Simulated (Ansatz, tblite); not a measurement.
Cost and result up the ladder for mer-FeBr3(NH3)3 (FeBr3N3H9) (16 atoms). Charge 0, multiplicity 2. Geometry: r2SCAN-D4/def2-SVP.

```xyz
16

Fe    0.3915    0.0212   -0.1234
Br   -0.2628    2.1939   -1.0229
Br    0.5556   -2.2093    0.8427
Br    2.6890    0.1826   -0.7688
N    -1.5552   -0.1072    0.4986
H    -1.6198   -0.3452    1.4909
H    -2.0547   -0.8529    0.0090
H    -2.0308    0.7838    0.3184
N     0.0266   -0.7905   -1.9122
H    -0.1813   -1.7914   -1.8559
H     0.9048   -0.6904   -2.4322
H    -0.6994   -0.3076   -2.4472
N     0.8601    0.8621    1.6258
H     0.8035    0.2046    2.4088
H     0.3289    1.7106    1.8366
H     1.8441    1.1359    1.5319
```

Ansatz on 4 threads of Intel Xeon 6975P-C on a shared host; xTB runs through tblite on one thread. Times are rough, summed over both states, and most runs start from the orbitals of an earlier one. No level here is sound enough to serve as a yardstick. The other state is a quartet at its own geometry.

The xTB rows come from tblite. The order of the spin states hangs on the level: the sextet lies 0.67 eV below the doublet at PBE0-D4/def2-TZVP, but 0.15 eV above it at PBE-D4/def2-TZVP. The name describes the doublet; other states may take another shape. At PBE0-D4/def2-TZVP a sextet of charge 0 lies 0.60 eV below the quartet, each at its own geometry.

Run but left out: HF/STO-3G, HF/def2-TZVP, MP2/def2-TZVP (doublet: ⟨S²⟩ 1.54 to 2.52, where a pure state has 0.75).

xTB has no spin-polarisation term.

| level | functions | wall time | quartet − doublet (eV) | remarks |
| --- | --- | --- | --- | --- |
| GFN2-xTB | 57 | 0.046 s | 1.49 | – |
| GFN1-xTB | 66 | 0.065 s | 1.27 | – |
| PBE-D4/def2-TZVP | 336 | 30 s | 0.30 | – |
| r2SCAN-D4/def2-TZVP (with forces) | 336 | 93 s | 0.15 | spin-contaminated (⟨S²⟩ 0.85) (doublet) |
| B97M-V/def2-TZVP | 336 | 2.3 min | 0.33 | spin-contaminated (⟨S²⟩ 0.86) (doublet) |
| PBE0-D4/def2-TZVP (with forces) | 336 | 5.1 min | -0.07 | spin-contaminated (⟨S²⟩ 0.87) (doublet) |
| r2SCANh-D4/def2-TZVP | 336 | 5.1 min | 0.02 | spin-contaminated (⟨S²⟩ 0.90) (doublet) |
